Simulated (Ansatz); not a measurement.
`F[CH](F)[GeH3]` + `[Cl][GeH2][Br]` → `[Cl][GeH2][GeH3]` + `FC(F)Br` at 400 K and 1 bar (formal exchange of groups at a Ge–C bond).

Gas-phase electronic energies from Ansatz, PBE0-D4/def2-TZVP geometries. CCSD(T)/CBS is the MP2 limit (def2-TZVPP, def2-QZVPP) plus CCSD(T) − MP2 in def2-TZVPP, frozen cores. For Br, Ge outer-core shells are correlated without core-valence functions, which leaves a few kJ/mol of doubt a bond. Scalar relativity is left out up to krypton.

```
           species  CCSD(T)/CBS energy (Eh)  H − E (kJ/mol)  S (J/(mol·K))
  `F[CH](F)[GeH3]`              -2316.12324           145.7          348.9
  `[Cl][GeH2][Br]`              -5110.48619            70.3          339.7
`[Cl][GeH2][GeH3]`              -4615.04400           136.4          380.6
         `FC(F)Br`              -2811.54081            79.4          311.2
```

H − E and S are ideal-gas, rigid-rotor, harmonic terms from PBE0-D4/def2-TZVP. 1 Eh = 2625.50 kJ/mol, R = 8.31446 J/(mol·K).

**Question.** By hand: ΔE, ΔH, ΔS and ΔG.

**Answer.** ΔE = (-4615.04400) + (-2811.54081) − (-2316.12324) − (-5110.48619) = 0.02462 Eh = 64.6 kJ/mol. Δ(H − E) = 136.4 + 79.4 − 145.7 − 70.3 = -0.2, so ΔH = 64.4 kJ/mol. ΔS = 380.6 + 311.2 − 348.9 − 339.7 = 3.2 J/(mol·K). ΔG = 64.4 − 400 × (3.2)/1000 = 63.1 kJ/mol.

**Question.** By hand: the equilibrium constant, and the temperature at which ΔG would vanish if ΔH and ΔS stayed fixed.

**Answer.** log₁₀ K = −ΔG/(RT ln 10) = -8.2. ΔG = 0 at ΔH/ΔS = 20125 K, far beyond where these terms or the molecules hold.

The number of gas molecules stays the same, so ΔS is small and ΔH decides. A doubt of 5 kJ/mol in ΔE shifts log₁₀ K by 0.7 here. These are equilibria of isolated gas molecules and say nothing of rates. Largest T1 diagnostic: 0.012 (customary marks: 0.02 for closed shells, 0.045 for open ones).
